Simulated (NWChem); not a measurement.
SiHSBr, singlet; SMILES S[Si]Br

```xyz
4

Si     1.0650    -0.6290     0.0000
Br    -0.1729     1.2638     0.0000
S     -0.5690    -2.0203     0.0000
H      0.2452    -3.1029     0.0000
```
Atoms are numbered in this order, from 1.

Program: NWChem. Low-valent species are run as closed-shell singlets; no triplet was tried in these runs. Geometry: optimised at PBE0/def2-SVP. B3LYP is NWChem's, with the RPA form of VWN correlation. Ions are spin-unrestricted doublets at the neutral geometry; other ion states weren't tried.

```
level               vertical ionisation energy, ΔSCF (eV)  −ε(HOMO) (eV)  ΔSCF minus −ε(HOMO) (eV)
------------------  -------------------------------------  -------------  ------------------------
B3LYP/def2-SVP                                       9.21           6.89                      2.32
PBE/def2-SVP                                         9.03           6.05                      2.98
M06-2X/def2-SVP                                      9.43           8.14                      1.29
r2SCAN/def2-SVP                                      9.17           6.34                      2.83
LRC-wPBEh/def2-SVP                                   9.36           8.95                      0.41
```
